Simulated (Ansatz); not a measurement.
The first iterations of a band of C₂H₃Cl₂In (8 atoms, charge 0, multiplicity 1).

These are results of RKS PBE-D4/def2-SVP (Ansatz), not measurements.

| Property | Result |
| --- | --- |
| movable images | 2 |
| climbing image | no |
| spring | 5.0 eV/Å² |
| optimiser | quadratic models (default) |
| start path | through a guess of the saddle point |
| force threshold | 0.03 eV/Å |
| iteration limit | 60 |
| end points | relaxed |

First end point:

```xyz
8
Properties=species:S:1:pos:R:3
C -0.225 -1.007 1.174
C 0.317 0.164 0.795
In 0.107 0.823 -1.229
Cl -1.092 -0.556 -2.736
Cl 0.937 2.807 -2.204
H -0.132 -1.373 2.214
H -0.784 -1.657 0.479
H 0.871 0.799 1.508
```

Last end point:

```xyz
8
Properties=species:S:1:pos:R:3
C -0.225 -1.007 1.174
C 0.318 0.164 0.797
In 0.108 0.823 -1.228
Cl -1.091 -0.555 -2.736
Cl 0.935 2.806 -2.206
H -0.784 -1.655 0.477
H -0.133 -1.374 2.213
H 0.873 0.799 1.509
```

| iteration | highest image above the first end (eV) | largest band force component (eV/Å) |
| --- | --- | --- |
| 1 | 5.065 | 15.864 |
| 2 | 1.424 | 2.086 |

Does the band converge within its limit, and where does its top end?

The run converged. It ended after 8 iterations with the highest image 0.975 eV above the first end. No image climbed, so the highest image needn't sit at the top of the path. So few images can step over the top or miss a turn of the path.

Run time: 37 s on 2 threads of Arm Neoverse V1, on a shared host, peak memory 0.15 GiB.
